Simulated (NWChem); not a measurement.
ZrNH2F3; SMILES [NH2][Zr]([F])([F])[F]

```xyz
7

Zr     0.0541    -0.0067     0.0250
F     -0.5417    -1.3572     1.2534
F      1.3584     1.2018     0.7420
F      0.7228    -0.9483    -1.5114
N     -1.5508     1.1002    -0.5303
H     -2.4548     0.7318    -0.8508
H     -1.5960     2.1261    -0.5596
```
Atoms are numbered in this order, from 1.

Level: PBE-D3(BJ)/def2-SVP with def2 effective core potentials on Zr (NWChem), optimised geometry, unscaled harmonic frequencies. def2 effective core potentials on Zr; no spin-orbit coupling.

```json
[
 {"frequency (cm⁻¹)": "17", "IR intensity (km/mol)": "5.3"},
 {"frequency (cm⁻¹)": "147", "IR intensity (km/mol)": "5.2"},
 {"frequency (cm⁻¹)": "156", "IR intensity (km/mol)": "7.7"},
 {"frequency (cm⁻¹)": "163", "IR intensity (km/mol)": "4.5"},
 {"frequency (cm⁻¹)": "170", "IR intensity (km/mol)": "15.1"},
 {"frequency (cm⁻¹)": "205", "IR intensity (km/mol)": "2.5"},
 {"frequency (cm⁻¹)": "447", "IR intensity (km/mol)": "20.5"},
 {"frequency (cm⁻¹)": "450", "IR intensity (km/mol)": "204.6"},
 {"frequency (cm⁻¹)": "647", "IR intensity (km/mol)": "0.0"},
 {"frequency (cm⁻¹)": "657", "IR intensity (km/mol)": "163.5"},
 {"frequency (cm⁻¹)": "669", "IR intensity (km/mol)": "151.9"},
 {"frequency (cm⁻¹)": "684", "IR intensity (km/mol)": "172.8"},
 {"frequency (cm⁻¹)": "1447", "IR intensity (km/mol)": "27.4"},
 {"frequency (cm⁻¹)": "3449", "IR intensity (km/mol)": "59.5"},
 {"frequency (cm⁻¹)": "3538", "IR intensity (km/mol)": "26.8"}
]
```

```json
{
  "zero_point_energy": "18.4 kcal/mol",
  "thermal correction to the enthalpy at 298.15 K (with zero-point energy)": "23.9 kcal/mol",
  "heat capacity Cv": "23.8 cal/(mol K)",
  "entropy at 298.15 K and 1 atm (symmetry number 1)": "90.7 cal/(mol K)"
}
```

Rigid rotor and harmonic oscillator; modes under 100 cm⁻¹ make the entropy uncertain.
